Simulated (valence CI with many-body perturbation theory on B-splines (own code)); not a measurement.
**Forbidden lines of W60+**

Method: configuration interaction combined with many-body perturbation theory (CI+MBPT): four valence electrons over a frozen Dirac-Fock core [Ne], radial functions for each j: 11 s, 11 p, 9 d, 7 f, 5 g, 2 h, 1 i, with the one-electron correlation potential Σ1, the two-electron term Σ2, the three-electron term Σ3, Breit, model QED; selected CI, second order for the rest (own B-spline code, finite nucleus).

No measured spectrum was set against this ion. As an estimate, large intervals hold to a few tenths of a per cent, small ones and those within an open d or f shell to about a per cent.

Lines 1 to 9 of 9 in falling wavelength, among levels below 10271 × 10³ cm⁻¹, chosen from the decays that carry over 1 % of a level's rate. Wavelengths and rates use the calculated energies. Electric multipoles are in the length gauge, E1 and E2 with the static RPA response of the core. Weak lines are less certain than strong ones. Lines between different terms over intervals too small for the method are left out, as are lines whose strength nearly cancels.

Levels are named by their leading jj configuration (3d3/2^4 stands for four electrons in 3d with j = 3/2), which in mixed levels can hold well under half, so a name can repeat and another be missing. Letters in brackets count levels of one name in rising energy.

```tsv
λ vac (nm)	Upper	Lower	Type	A (s⁻¹)	Branch %
3.986	(3s 3p1/2 3p3/2 3d5/2) J=4 [a]	(3s 3p1/2^2 3d5/2) J=3	M1	2.02e+08	2.1
3.643	(3s^2 3p3/2 3d5/2) J=4	(3s^2 3p1/2 3d5/2) J=3	M1	2.08e+08	47.8
3.565	(3s^2 3p1/2 3p3/2) J=1	(3s^2 3p1/2^2) J=0	M1	2.66e+08	100.0
3.494	(3s^2 3p3/2^2) J=2	(3s^2 3p1/2 3p3/2) J=2	M1	2.10e+08	27.6
3.494	(3s^2 3p3/2^2) J=2	(3s^2 3p1/2 3p3/2) J=2	E2	8.12e+06	1.1
3.472	(3s^2 3p1/2 3p3/2) J=2	(3s^2 3p1/2^2) J=0	E2	4.57e+06	100.0
3.404	(3s^2 3p3/2^2) J=2	(3s^2 3p1/2 3p3/2) J=1	M1	2.14e+08	28.1
3.304	(3s^2 3p3/2^2) J=0	(3s^2 3p1/2 3p3/2) J=2	E2	1.49e+07	1.6
3.223	(3s^2 3p3/2^2) J=0	(3s^2 3p1/2 3p3/2) J=1	M1	4.85e+08	52.9
```
